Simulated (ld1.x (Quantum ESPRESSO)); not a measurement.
# Transferability test, TM potential for manganese

```json
{"Element": "manganese (Mn)", "Generator": "ld1.x (Quantum ESPRESSO) 7.5", "Type": "norm-conserving Troullier–Martins (Kleinman–Bylander form)", "Functional": "Wu–Cohen", "Relativity": "fully relativistic", "Frozen core": "[Ne]", "Valence charge": "15", "Reference configuration": "3s2 3p6 3d5.5 4s1.5 4p0", "Partial waves": "3s (bound): rc 1.00 bohr; 3p (bound): rc 1.45 bohr; 3d (bound): rc 2.00 bohr", "Local potential": "the d channel", "Core correction": "none"}
```

Open shells are filled in proportion to 2j + 1 (rel_dist='average').

Occupied shells without a wave of their own: 4s. They enter only through the test configuration that unscreens the potential.

Energies are relative to the spin-unpolarised reference configuration 3s2 3p6 3d5.5 4s1.5 4p0; without spin polarisation the order of configurations can differ from experiment. The d channel is local and has no spin–orbit splitting in the pseudo-atom.

| valence configuration | charge | ΔE all-electron (eV) | error AE − PS (meV) |
| --- | --- | --- | --- |
| 3s2 3p6 3d5 4s2 4p0 | 0 | 0.483 | -89 |
| 3s2 3p6 3d5 4s0 4p0 | +2 | 24.409 | +362 |
| 3s2 3p6 3d6 4s0 4p0 | +1 | 7.232 | +447 |
| 3s2 3p6 3d5 4s0 4p2 | 0 | 8.491 | -394 |
| 3s2 3p6 3d4 4s2 4p1 | 0 | 8.329 | -189 |
| 3s2 3p6 3d3 4s0 4p0 | +4 | 107.691 | +478 |

Task: What are ΔE and the potential's error for 3s2 3p6 3d5 4s1 4p0?

Result: ΔE = 8.930 eV all-electron; the error (AE − PS) is +159 meV.

The 4s level has no wave, so the channel is fitted at the deeper level alone: the likely source of the large errors.
